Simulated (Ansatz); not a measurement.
Two members of one family (Ln(NH2)3), computed with Ansatz in the gas phase; def2 core potentials for Dy, Nd, no spin–orbit coupling. The two geometries come from different levels. HOMO and LUMO are taken over both spins. With an open 4f shell the SCF may have ended above the lowest state. The structures are stationary points that may keep the symmetry of their start.

First: Nd(NH2)3 (quartet, charge 0, PBE-D4/def2-SVP geometry).

Cartesian coordinates in Å:
```
Nd -0.104 0.083 -0.348
N -1.103 1.787 0.698
H -0.774 2.752 0.848
H -1.962 1.711 1.265
N -1.055 -1.936 -0.213
H -0.555 -2.836 -0.260
H -2.024 -2.185 0.036
N 2.105 0.192 -0.666
H 2.713 0.960 -0.343
H 2.756 -0.527 -1.017
```

```csv
level,HOMO (eV),LUMO (eV),gap (eV)
PBE-D4/def2-SVP,-4.10,-2.82,1.28
PBE-D4/def2-TZVP,-4.40,-3.07,1.33
B3LYP-D4/def2-TZVP,-5.87,-1.53,4.34
PBE0-D4/def2-SVP,-5.75,-1.09,4.66
PBE0-D4/def2-TZVP,-6.08,-1.19,4.89
```

Metal–donor distances: 3 × N 2.23 Å.

Second: Dy(NH2)3 (sextet, charge 0, r2SCAN-D4/def2-SVP geometry).

```xyz
10

Dy    0.037    0.051   -0.039
N    -1.154   -1.497   -0.898
H    -2.144   -1.456   -1.152
H    -0.860   -2.449   -1.125
N     2.073   -0.410    0.463
H     2.766    0.192    0.915
H     2.556   -1.299    0.320
N    -0.904    1.929    0.413
H    -1.880    2.188    0.246
H    -0.491    2.752    0.858
```

Question: Estimate the same table for the second.

Answer: 
| level | HOMO (eV) | LUMO (eV) | gap (eV) |
| --- | --- | --- | --- |
| PBE-D4/def2-SVP | -4.27 | -3.43 | 0.84 |
| PBE-D4/def2-TZVP | -4.68 | -3.85 | 0.83 |
| B3LYP-D4/def2-TZVP | -6.02 | -1.61 | 4.41 |
| PBE0-D4/def2-SVP | -5.90 | -1.10 | 4.81 |
| PBE0-D4/def2-TZVP | -6.24 | -1.28 | 4.96 |

Metal–donor distances: 3 × N 2.13 to 2.15 Å.
